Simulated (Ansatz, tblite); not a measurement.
Cost and result up the ladder for pentafluorobenzenesulfonate, `O=S(=O)([O-])c1c(F)c(F)c(F)c(F)c1F` (15 atoms). The state is a singlet with charge -1. Geometry: PBE-D4/def2-SVP.

```xyz
15

O     0.202   -2.534    1.925
S    -0.306   -2.495    0.522
O     0.510   -3.240   -0.475
O    -1.784   -2.618    0.362
C    -0.045   -0.667    0.092
C     0.761   -0.202   -0.955
F     1.437   -1.025   -1.769
C     0.908    1.175   -1.215
F     1.688    1.605   -2.228
C     0.240    2.113   -0.417
F     0.374    3.430   -0.659
C    -0.573    1.668    0.638
F    -1.215    2.573    1.404
C    -0.704    0.291    0.878
F    -1.493   -0.071    1.898
```

Ansatz on 4 threads of Arm Neoverse V1 on a shared host; xTB runs through tblite on one thread. Times are rough, summed over both states, and most runs start from the orbitals of an earlier one. PBE0-D4/def2-SVP serves as the yardstick here, not as an exact answer. The other state is a triplet.

The xTB rows come from tblite. HOMO above LUMO, or a gap near zero within one spin, warns that the state may not be the lowest or that an electron is smeared out.

xTB has no spin-polarisation term.

```tsv
level	functions	wall time
GFN2-xTB	65	0.032 s
GFN1-xTB	65	0.033 s
PBE-D4/def2-SVP (with forces)	214	17 s
PBE0-D4/def2-SVP	214	26 s
```

Task: Estimate what each level gives for the vertical triplet (eV).

Result: 
```json
{"level": "GFN2-xTB", "vertical triplet (eV)": "3.51", "difference from PBE0-D4/def2-SVP (eV)": "-0.51", "remarks": "–"}
{"level": "GFN1-xTB", "vertical triplet (eV)": "4.11", "difference from PBE0-D4/def2-SVP (eV)": "0.09", "remarks": "–"}
{"level": "PBE-D4/def2-SVP (with forces)", "vertical triplet (eV)": "3.81", "difference from PBE0-D4/def2-SVP (eV)": "-0.22", "remarks": "HOMO above zero (triplet), gap within one spin near zero (triplet)"}
{"level": "PBE0-D4/def2-SVP", "vertical triplet (eV)": "4.02", "difference from PBE0-D4/def2-SVP (eV)": "0.00", "remarks": "HOMO above zero (triplet)"}
```
